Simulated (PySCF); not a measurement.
# Two-dimensional NMR puzzle

Compound of formula C6H7FO. Correlations simulated from computed shifts and the bond graph:

HSQC (one-bond C–H):
| δH | δC |
| --- | --- |
| 6.86 | 135.9 |
| 6.80 | 120.3 |
| 6.20 | 138.1 |
| 5.86 | 126.5 |
| 5.73 | 126.5 |
| 5.22 | 80.6 |
| 4.98 | 80.6 |

COSY cross peaks (H two or three bonds apart, from the bond graph; peaks can be absent where the dihedral angle is near 90°):
| δH | δH |
| --- | --- |
| 6.86 | 5.86 |
| 6.86 | 5.73 |
| 6.20 | 5.22 |
| 6.20 | 4.98 |
| 5.86 | 5.73 |
| 5.22 | 4.98 |

HMBC (two and three bonds, from the bond graph):
| δH | δC |
| --- | --- |
| 6.86 | 146.7, 138.1, 126.5, 120.3 |
| 6.80 | 146.7, 138.1, 135.9, 80.6 |
| 6.20 | 146.7, 135.9, 120.3, 80.6 |
| 5.86 | 146.7, 135.9 |
| 5.73 | 146.7, 135.9 |
| 5.22 | 146.7, 138.1, 120.3 |
| 4.98 | 146.7, 138.1, 120.3 |

Carbons without hydrogens: δ 146.7.

[PySCF 2.14: geometry from GFN2-xTB; σ from GIAO-PBE0/pcSseg-1; in vacuum; relativity neglected; single conformer]

Referencing at the same level of theory: ¹H (σref 31.72) and ¹³C (σref 186.93) vs TMS.

Exchangeable hydrogens are left out of these lists.

**Question.** Work out the connectivity.

**Answer.** SMILES C=CC1=CCO[C@@H]1F.

Atom-mapped SMILES (the numbers label the heavy atoms): `[CH2:1]=[CH:2][C:3]1=[CH:4][CH2:5][O:6][C@@H:7]1[F:8]` (H(Xn): hydrogen on atom n). Ha(C1) is cis to C3; Ha(C5) is cis to F8 on the ring; Hb(C1) is trans to C3; Hb(C5) is trans to F8 on the ring.

1. δC 146.7 is C3, a fully substituted alkene carbon.
2. δC 138.1 is C4, an alkene CH (δH 6.20).
3. δC 135.9 is C2, an alkene CH (δH 6.86).
4. δC 126.5 is C1, a terminal =CH2 carbon (δH 5.73, 5.86).
5. δC 120.3 is C7, an allylic sp3 CH bonded to F and O (δH 6.80).
6. δC 80.6 is C5, an allylic sp3 CH2 bonded to O (δH 4.98, 5.22).
7. HMBC from δH 6.86 reaches the proton-free carbon C3.
8. HMBC from δH 6.80 reaches the proton-free carbon C3.
9. HMBC from δH 6.20 reaches the proton-free carbon C3.
10. HMBC from δH 5.86 reaches the proton-free carbon C3.
11. COSY links 6.86–5.86, 6.86–5.73, 6.20–5.22, 6.20–4.98, 5.86–5.73, 5.22–4.98.

This is the structure that produced the data.

Shifts are as computed. Against solution values, carbons near 30 ppm lie about +3 ppm off and those near 130 ppm about +5 ppm. Of 1211 compounds with measured shifts, 218 miss one by over three times the rms of a fit or turn the order of signals round; such compounds aren't used in these exercises.
